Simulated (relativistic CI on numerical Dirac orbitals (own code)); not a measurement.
## One change at a time: Ho XXI

Base calculation: Dirac-Coulomb-Breit CI, orbitals from a KLI potential per configuration, QED by a radiative potential, unscaled Slater integrals.

CI space (outside the closed core [Ar] 3d10): 4s2 4p6 4d10 4f, 4s2 4p6 4d10 5s, 4s2 4p6 4d10 5p, 4s2 4p6 4d9 4f2, 4s2 4p6 4d10 5d, 4s2 4p5 4d10 4f2, 4s2 4p6 4d9 4f 5s, 4s2 4p6 4d10 5f, 4s2 4p6 4d10 6s, 4s2 4p6 4d10 6p, 4s 4p6 4d10 4f2, 4s2 4p6 4d9 4f 5p, 4s2 4p6 4d10 5g, 4s2 4p6 4d10 6d, 4s2 4p6 4d10 6f, 4s2 4p6 4d9 4f 5d, 4s2 4p6 4d10 7s, 4s2 4p6 4d10 7p, 4s2 4p5 4d10 4f 5s, 4s2 4p6 4d10 8s, 4s2 4p6 4d9 4f 5f. Double excitations out of closed p, d and f shells are left out; levels of such configurations are missing from the list, as are those of other unlisted configurations, and high levels can miss mixing partners.

Variants: (1) configuration mixing switched off; (2) non-relativistic limit. Shifts of the energy above 4s2 4p6 4d10 4f 2F°_5/2, in cm⁻¹, for the lowest level and the first level of each name with at least 55 % of one term (blank where a level changes its place among those of its configuration and J or its character, or is not in the variant):

```
                  Level     Base    Δ(1)     Δ(2)
4s2 4p6 4d10 4f 2F°_5/2        0       0        0
4s2 4p6 4d10 4f 2F°_7/2    13272      -8   -13272
 4s2 4p6 4d10 5s 2S_1/2   427034  +11882  +205434
4s2 4p6 4d10 5p 2P°_1/2   693795  +11878  +182236
4s2 4p6 4d10 5p 2P°_3/2   807288  +11958   +68742
 4s2 4p6 4d10 5d 2D_3/2  1237933  +12589   +60822
 4s2 4p6 4d9 4f2 4F_3/2  1241518   -1200    -9559
 4s2 4p6 4d9 4f2 4F_5/2  1244893   -1083   -12934
 4s2 4p6 4d9 4f2 4F_7/2  1252616   -1196   -20657
 4s2 4p6 4d10 5d 2D_5/2  1260583  +12208   +38173
 4s2 4p6 4d9 4f2 4F_9/2  1263592   -1238   -31633
 4s2 4p6 4d9 4f2 4D_5/2  1279114   -1611   -20702
4s2 4p6 4d9 4f2 4K_13/2  1280901   -1532   -14431
4s2 4p6 4d9 4f2 4K_15/2  1282301   -1539   -15830
```

At this charge transitions that keep the count of f electrons are usually good to a few per cent. Terms inside the open d or f shell come out 10 to 20 % too wide with unscaled integrals. Levels that differ in their count of f electrons can be misplaced by several ten thousand cm⁻¹, since the correlation energy of f electrons is missing or only estimated; rates across such gaps can be off by orders of magnitude.

Ionisation energy from one configuration of each of the two ions, the ground ones as tabulated or assumed: base 512.856 eV. The NIST ASD value (theoretical) is 510 ± 4 eV.

LS names give the leading component of a level, which can be under half, so a name can repeat, a term be missing and a line seem to break the LS rules.
